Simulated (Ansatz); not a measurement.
Two isomers of CH4AlClS: A = `C[S][AlH][Cl]`, B = `[CH3][Al]([SH])[Cl]`.

Computed with Ansatz on PBE0-D4/def2-TZVP structures; ΔE is electronic, products minus reactants. CBS: MP2 limit from def2 TZ/QZ plus the TZ coupled-cluster correction, frozen cores. Functionals use def2-TZVPP. B3LYP here is the variant with VWN-RPA as its local correlation; programs differ in this. One conformer a species, not always the lowest.

A:

Z-matrix (Å, degrees):
```
C
S 1 1.824
H 1 1.091 2 112.0
H 1 1.089 2 108.6 3 120.5
H 1 1.089 2 108.7 3 -120.5
Al 2 2.158 1 100.1 3 0.2
Cl 6 2.092 2 118.0 1 180.0
H 6 1.574 2 120.9 1 -0.0
```

B:

```xyz
8

C    -1.072   -0.869    0.224
Al    0.500    0.246    0.081
S     0.721    1.737   -1.490
Cl    2.082    0.064    1.453
H    -1.555   -0.733    1.196
H    -1.803   -0.644   -0.556
H    -0.803   -1.926    0.146
H     1.931    2.124   -1.053
```

(1) Which isomer does CCSD(T)/CBS put lower? Give the gap. (Best estimate.)

(2) Give E(B) − E(A) in kcal/mol with B3LYP-D4, r2SCAN-D4, HF/def2-TZVPP, LDA (SPW92), PBE0-D4, B3LYP, CCSD/def2-TZVPP. (An estimate is asked.)

(3) Does the order hold for the free energy at 298.15 K (harmonic terms from PBE0-D4)? (An estimate is asked.)

Largest T1 diagnostic: 0.010.

Answers

(1) The calculation gave: B, by 16.8 kcal/mol.

(2) Ansatz gave: B3LYP-D4 -16.4, r2SCAN-D4 -17.5, HF/def2-TZVPP -15.8, LDA (SPW92) -16.7, PBE0-D4 -16.6, B3LYP -16.6, CCSD/def2-TZVPP -17.3. None reverses the order clearly.

(3) The calculation gave: Yes: G(B) − G(A) = -17.8 kcal/mol, for one conformer each. Modes under 60 cm⁻¹, often nearly free rotors, make the harmonic entropy too high.

In def2-TZVPP, CCSD(T) changes the Hartree–Fock value by −1.3 kcal/mol (the triples alone add +0.1 kcal/mol) and MP2 by −1.6 kcal/mol. Leaving LDA and LC-ωPBE aside and taking each functional with its dispersion term where it has one, the values, not all of them listed here, spread over 2.2 kcal/mol, from r2SCANh-D4 to revPBE-D4.
